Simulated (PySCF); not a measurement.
Stepwise substitution at one centre (Sn OCH3-H). All species are isolated molecules in the gas phase. One relaxed conformer stands for each flexible species; it need not be the lowest. Strings in code marks are SMILES. In the def2 sets, heavy atoms carry core potentials. All members: neutral, multiplicity 1. Level: B3LYP-D3(BJ)/def2-TZVP // B3LYP-D3(BJ)/def2-SVP (PySCF), beside PBE-D3(BJ)/def2-TZVP // B3LYP-D3(BJ)/def2-SVP (PySCF) at the same geometries. B3LYP has the VWN-RPA correlation part, as in Gaussian. 

| species | HOMO–LUMO gap, PBE (eV) | HOMO–LUMO gap, B3LYP-D3(BJ) (eV) |
|---|---|---|
| `C[O][Sn]([O]C)([O]C)[O]C` | 3.58 | 5.63 |
| `C[O][SnH]([O]C)[O]C` | 4.13 | 6.13 |
| `C[O][SnH3]` | 4.58 | 6.45 |
| `C[O][SnH2][O]C` (C–O–Sn–O torsion 60°, O–Sn–O–C torsion 60°) | 4.64 | withheld |
| `[SnH4]` | 7.52 | 9.15 |

**Question.** Fit y = a + b·x, y being the HOMO–LUMO gap at the first level, to the 4 complete rows by least squares, with x = the PBE value in eV. Give a, b and the rms residual, and predict the withheld value.

**Answer.** Means of the 4 rows: x̄ = 4.9525, ȳ = 6.84 eV. Σ(x − x̄)² = 9.2911 and Σ(x − x̄)(y − ȳ) = 8.3209, so b = 0.896 and a = ȳ − b·x̄ = 2.403 eV. The rms residual is 0.033 eV. At x = 4.64 the line gives 6.56 eV. The run for `C[O][SnH2][O]C` (C–O–Sn–O torsion 60°, O–Sn–O–C torsion 60°) gave 6.60 eV, so the line is off by 0.04 eV, within twice the rms residual.

Codes: PySCF.
